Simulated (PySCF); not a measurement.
**Vibration and rotation of TlN**

ROHF-CCSD(T) constants of TlN, ³Σ⁻ (triplet), unpaired electrons π ↑↑ (PySCF, scalar-relativistic core potentials, basis sets Tl def2-SVPD with ECP60, N def2-SVPD; masses 204.9744 and 14.0031 u):

| Property | Result |
| --- | --- |
| ωe | 385.4 cm⁻¹ |
| ωexe | 2.8 cm⁻¹ |
| Be | 0.23273 cm⁻¹ |
| αe | 0.00203 cm⁻¹ |
| D (centrifugal) | 3.4e-07 cm⁻¹ |
| De to Tl + N | 1.23 eV |

Q: Give the vibrational terms G(v) and spacings up to v = 6.

A: G(v) = ωe(v+½) − ωexe(v+½)².

| v | G(v) (cm⁻¹) | G(v) − G(v−1) | Bv (cm⁻¹) |
| --- | --- | --- | --- |
| 0 | 192.0 |  | 0.2317 |
| 1 | 571.8 | 379.8 | 0.2297 |
| 2 | 946.0 | 374.2 | 0.2277 |
| 3 | 1314.6 | 368.6 | 0.2256 |
| 4 | 1677.6 | 363.0 | 0.2236 |
| 5 | 2035.0 | 357.4 | 0.2216 |
| 6 | 2386.8 | 351.8 | 0.2195 |

Q: How well does the Morse estimate ωe²/(4ωexe) reproduce De, and what is D0?

A: It gives 1.64 eV, 134 % of the computed De. D0 = De − G(0) = 1.23 − 0.02 = 1.21 eV.

Correlated steps freeze 5 core orbitals. Correlated levels converge slowly with the basis: in double zeta they bind strong bonds too weakly, by up to about 1 eV, and carry superposition errors of some tenths. Spin–orbit coupling is left out, which matters for elements this heavy, above all for dissociation energies. The state was picked by a PBE0 search and need not be the measured ground state.
